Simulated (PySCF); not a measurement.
**Ionisation energy along the 14-electron series**

Calculated with PySCF 2.14 and a two-component X2C-1e Hamiltonian (Gaussian nucleus, no Breit or QED terms), each ion in its own even-tempered basis scaled to its charge; GMP2 freezes 1s2 and drops the highest virtual spinors. Values in eV. NIST values: (m) measured, (s) semi-empirical, (t) theoretical.

| ion | configuration | GHF (spin-free) | GMP2 (spin-free) | GHF (screened spin-orbit) | GMP2 (screened spin-orbit) | NIST |
| --- | --- | --- | --- | --- | --- | --- |
| W⁶⁰⁺ | [Ne] 3s2 3p2 | 6348.8 | 6349.7 | 6591.5 | 6593.4 | 6596 ± 7 (s) |
| Re⁶¹⁺ | [Ne] 3s2 3p2 | 6556.9 | 6557.7 | 6816.8 | 6818.6 | 6810 ± 12 (t) |
| Os⁶²⁺ | [Ne] 3s2 3p2 | 6768.7 | 6769.5 | 7046.8 | 7048.6 | 7039 ± 15 (t) |

Between Z = 74 and Z = 76 the GMP2 (screened spin-orbit) value grows as Z to the power 2.50.
